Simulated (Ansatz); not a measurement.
(1) Predict a relaxed structure of the cluster Be2Se (the lowest singlet isomer of a short search), charge 0, singlet, at r2SCAN-D4/def2-TZVP (Ansatz).

Results:

(1) 
```xyz
3

Be    0.686    0.393    0.825
Be   -0.143   -1.133   -0.037
Se   -0.544    0.740   -0.788
```
Point group C2v (tolerance 0.1 Å). This is one stationary point.

The restricted singlet is unstable: a solution with broken spin symmetry lies lower. The structure comes from a short search, and lower isomers may exist.
